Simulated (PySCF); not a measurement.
**Steps of a relaxation of [Lu(H2CO)]3+**

[Lu(H2CO)]3+ (singlet). PySCF 2.14.0, RKS PBE0, Lu def2-SVP with ECP28, O def2-SVP, C def2-SVP, H def2-SVP; non-relativistic Hamiltonian with scalar-relativistic core potentials where named; density fitting; no spin-orbit coupling. Origin of the start: template. Columns: position (Å) and force (eV/Å). Energies are counted from the last step; some of the 8 steps are shown. Forces carry noise of the integration grid, about 0.01 to 0.03 eV/Å.

Run from Python with OMP_NUM_THREADS=2. Where DIIS fails, smearing, a level shift and second-order steps follow.
It took 2.5 min on 2 threads of Intel(R) Xeon(R) Processor @ 2.50GHz (Skylake/Cascade Lake), with other jobs on the host, from the converged density of the start.

```xyz
5
step 0  E = 1.041 eV
Lu    0.0000    0.0000   -0.4384     0.00    0.00    3.24
O     0.0000    0.0000    1.9466     0.00    0.00   -5.21
C     0.0000    0.0000    3.1666     0.00    0.00    1.94
H     0.9400    0.0000    3.7466     0.45    0.00    0.01
H    -0.9400    0.0000    3.7466    -0.45    0.00    0.01
```

```xyz
5
step 2  E = 0.189 eV
Lu    0.0000    0.0000   -0.0805     0.00    0.00   -2.70
O     0.0000    0.0000    1.7891     0.00    0.00    4.75
C     0.0000    0.0000    3.1126     0.00    0.00   -1.25
H     0.9799    0.0000    3.6735    -0.25    0.00   -0.40
H    -0.9799    0.0000    3.6735     0.25    0.00   -0.40
```

```xyz
5
step 5  E = 0.000 eV
Lu    0.0000    0.0000   -0.1221     0.00    0.00   -0.09
O     0.0000    0.0000    1.8449     0.00    0.00    0.19
C     0.0000    0.0000    3.1224     0.00    0.00   -0.09
H     0.9759    0.0000    3.6615    -0.02    0.00   -0.01
H    -0.9759    0.0000    3.6615     0.02    0.00   -0.01
```

Where does the relaxation end?

It converges at step 7 in C2v:
```xyz
5
step 7  E = 0
Lu    0.0000    0.0000   -0.1245
O     0.0000    0.0000    1.8467
C     0.0000    0.0000    3.1221
H     0.9749    0.0000    3.6619
H    -0.9749    0.0000    3.6619
```

How did the contacts change?


| contact | start (Å) | end (Å) |
| --- | --- | --- |
| Lu1–O2 (H2CO) | 2.385 | 1.971 |
